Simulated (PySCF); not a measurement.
Cl3NbO, triplet, geometry from GFN2-xTB of the parent state (such geometries of metal compounds can be far from the true shape) (the multiplicity is a formal guess) (core potentials on Nb); DF-B3LYP/def2-SVP in PySCF.

PySCF was given this input:
```python
from pyscf import gto, scf, dft

mol = gto.M(
    atom='''
Nb    0.26374544   -0.31008028   -0.17162870
O     1.77939030   -0.64239807   -0.83029859
Cl    0.65892793    1.21837753    1.63717132
Cl   -0.76825073    1.60379965   -1.16911086
Cl   -1.36412926   -1.77203155    0.33659633
''',
    basis='def2-svp',
    ecp={'Nb': 'def2-svp'},
    spin=2,
    verbose=3,
)

mf = dft.ROKS(mol)
mf.xc = 'b3lyp'
mf = mf.density_fit(auxbasis='def2-universal-jkfit')
mf.kernel()
mf.analyze()
```

What the program printed (banner, timings and long lists left out):

```
converged SCF energy = -1512.49548633057
**** MO energy ****
                Roothaan           | alpha              | beta
MO #1   energy= -101.564848564874  | -101.56664494512   | -101.563052184627  occ= 2
MO #2   energy= -101.562283686747  | -101.563997262233  | -101.560570111261  occ= 2
MO #3   energy= -101.511034111069  | -101.511170871356  | -101.510897350782  occ= 2
MO #4   energy= -19.1536380271528  | -19.1539470988098  | -19.1533289554956  occ= 2
MO #5   energy= -9.51748894023362  | -9.51914964079855  | -9.51582823966842  occ= 2
MO #6   energy= -9.51514000023227  | -9.51672374701586  | -9.51355625344928  occ= 2
MO #7   energy= -9.46742145820688  | -9.46754744166367  | -9.46729547475004  occ= 2
MO #8   energy= -7.28391117360336  | -7.28950721031827  | -7.27831513687933  occ= 2
MO #9   energy= -7.281334589893    | -7.28666423298927  | -7.27600494683262  occ= 2
MO #10  energy= -7.27940419415556  | -7.28056071677565  | -7.27824767153521  occ= 2
MO #11  energy= -7.27708378451244  | -7.27821961607411  | -7.27594795295231  occ= 2
MO #12  energy= -7.27635475946102  | -7.2773479414478   | -7.27536157747419  occ= 2
MO #13  energy= -7.2741617154963   | -7.27508263550938  | -7.27324079548322  occ= 2
MO #14  energy= -7.23078522167696  | -7.23093919590143  | -7.23063124745249  occ= 2
MO #15  energy= -7.22982753068175  | -7.23010958307961  | -7.22954547828379  occ= 2
MO #16  energy= -7.22809626492993  | -7.22825011375347  | -7.22794241610647  occ= 2
MO #17  energy= -2.40287273472476  | -2.41391977125612  | -2.39182569810906  occ= 2
MO #18  energy= -1.49420281055013  | -1.49779677664806  | -1.49060884446544  occ= 2
MO #19  energy= -1.46232190862126  | -1.47831618011203  | -1.44632763945471  occ= 2
MO #20  energy= -1.45575895250061  | -1.47397204527416  | -1.43754585963698  occ= 2
MO #21  energy= -0.887505060153578 | -0.889358754252042 | -0.885651365955027 occ= 2
MO #22  energy= -0.854471042897082 | -0.866920612621405 | -0.842021473096347 occ= 2
MO #23  energy= -0.844326276382442 | -0.857554333606208 | -0.83109821798057  occ= 2
MO #24  energy= -0.817483817952372 | -0.818713429231753 | -0.816254206423801 occ= 2
MO #25  energy= -0.427639886407606 | -0.439592277794036 | -0.415687511638413 occ= 2
MO #26  energy= -0.413517552584325 | -0.418047151956058 | -0.408987947855708 occ= 2
MO #27  energy= -0.410725913083759 | -0.413730958022698 | -0.407720860022887 occ= 2
MO #28  energy= -0.404700161138714 | -0.411580225155079 | -0.397820121071458 occ= 2
MO #29  energy= -0.396915286211128 | -0.413662152303484 | -0.380168495686883 occ= 2
MO #30  energy= -0.390622397880906 | -0.396373389291046 | -0.384871392957154 occ= 2
MO #31  energy= -0.364158819250152 | -0.367108197970196 | -0.361209429131875 occ= 2
MO #32  energy= -0.354109419770886 | -0.358699125719779 | -0.349519045897691 occ= 2
MO #33  energy= -0.352549700079412 | -0.356161911798514 | -0.348937315237232 occ= 2
MO #34  energy= -0.351948761035373 | -0.355293489830672 | -0.34860343241791  occ= 2
MO #35  energy= -0.332642638654615 | -0.333513952037729 | -0.331771469666206 occ= 2
MO #36  energy= -0.329652892056958 | -0.377856497383026 | -0.281450550751179 occ= 1
MO #37  energy= -0.152127317354235 | -0.214719256554686 | -0.0895353932769041 occ= 1
MO #38  energy= -0.0857610995257261 | -0.0911652136087736 | -0.08035696656316  occ= 0
MO #39  energy= -0.0394232786093242 | -0.0449321621102091 | -0.0339143984414538 occ= 0
MO #40  energy= -0.0354234594959476 | -0.0411568492227834 | -0.0296900674458787 occ= 0
MO #41  energy= -0.0189416705973493 | -0.0238966840152876 | -0.0139866554482673 occ= 0
MO #42  energy= 0.0145314227587138 | 0.0122759797898382 | 0.0167868764656753 occ= 0
MO #43  energy= 0.0335574777538978 | 0.0310791803926145 | 0.0360358016555376 occ= 0
MO #44  energy= 0.0461074173602195 | 0.0450753286195862 | 0.0471395044628936 occ= 0
MO #45  energy= 0.0576013960378961 | 0.056945955150615  | 0.0582568367311372 occ= 0
Dipole moment(X, Y, Z, Debye): -1.04416,  0.98874,  0.55244
```
